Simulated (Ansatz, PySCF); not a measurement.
Dissociation curve of BN, triplet.

- UKS-M06-2X/6-31G* = unrestricted M06-2X/6-31G*, spherical d run with PySCF
- FCI = full CI/cc-pVDZ, frozen core (Ansatz, a quantum-chemistry and plane-wave program)

Energies relative to the lowest point of each curve near equilibrium, in kcal/mol:

```csv
R / Å,UKS-M06-2X/6-31G*
1.11,45.7
1.21,9.5
1.22,7.6
1.27,1.5
1.32,0.0
1.34,0.5
1.40,4.5
1.45,10.2
1.52,20.3
1.60,33.0
```

### Question
Predict the corresponding FCI column.

### Answer
1.11: 54.9; 1.21: 14.8; 1.22: 12.4; 1.27: 4.2; 1.32: 0.5; 1.34: 0.0; 1.40: 1.2; 1.45: 4.4; 1.52: 11.2; 1.60: 20.6 (kcal/mol).

The scan ran from 1.06 to 5.26 Å; beyond the distances shown full CI changes its symmetry label.
